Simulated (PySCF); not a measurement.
Vertical excitations of a molecule C₂H₆N, multiplicity 2 from TDA-M06-2X/def2-SVPD run with PySCF, as energy in eV (oscillator strength): 1.80 (0.001), 5.75 (0.000), 6.85 (0.028), 7.01 (0.000), 7.29 (0.004), 7.54 (0.001), 8.01 (0.006), 8.18 (0.004), 8.43 (0.007), 8.96 (0.027). Geometry: r2SCAN-D4/def2-TZVP. Other conformers were not sampled.

Problem. Identify the compound among the candidates.
A. [CH2]CN
B. C[N]C
C. C[CH]N
D. CC[NH]

Solution. D, CC[NH]
